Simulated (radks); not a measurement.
Polarisability of neutral gallium, [Ar] 3d10 4s2 4p1, at imaginary frequency. All-electron calculation, non-relativistic Kohn-Sham, LDA (Slater exchange, Perdew-Wang correlation), spin-polarised, spherical densities, point nucleus; open shells are filled with parallel spins first. Program: a radial shooting solver on a logarithmic mesh with Libxc functionals. Response by self-consistent Sternheimer equations with the Hartree and adiabatic LDA kernel.

| w (hartree) | alpha1(iw) (bohr^3) |
|---|---|
| 0.00266 | 59.31 |
| 0.0143 | 58.76 |
| 0.0360 | 55.98 |
| 0.0697 | 49.25 |
| 0.118 | 39.40 |
| 0.186 | 28.95 |
| 0.280 | 19.72 |
| 0.413 | 12.54 |
| 0.605 | 7.567 |
| 0.892 | 4.401 |
| 1.35 | 2.487 |
| 2.12 | 1.348 |
| 3.59 | 0.6645 |
| 6.94 | 0.2610 |
| 17.5 | 0.05951 |

Static values: alpha1 = 59.33 bohr^3 (8.792 angstrom^3; uncoupled 81.00). C6 = 491.9, triple-dipole C9 = 20180 atomic units. One-pole (London) frequency 4 C6 / (3 alpha1^2) = 0.186 hartree, against 0.110 for minus the highest occupied eigenvalue. The dipole shielding factor is 1.000, as the force sum rule N/Z = 1.000 demands. Recommended static value: 50 bohr^3 (Schwerdtfeger and Nagle, 2023 table).
